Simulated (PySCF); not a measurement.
Breaking a bond: AlH, singlet.

Calculation: CCSD(T) on UHF/cc-pVTZ, 5 core orbitals frozen run with PySCF.

Question: Relative to R = 1.66 Å, what are the energies at R = 1.41, 1.50, 1.84, 5.04 Å?

Answer: 42.3 kJ/mol at 1.41 Å, 14.9 kJ/mol at 1.50 Å, 12.9 kJ/mol at 1.84 Å, 300.3 kJ/mol at 5.04 Å.

The unrestricted determinant behind UCCSD(T) is spin-contaminated at 1.24 to 1.92, 2.49 to 6.63 Å (<S²> up to 1.0, against 0.00 for a pure singlet).
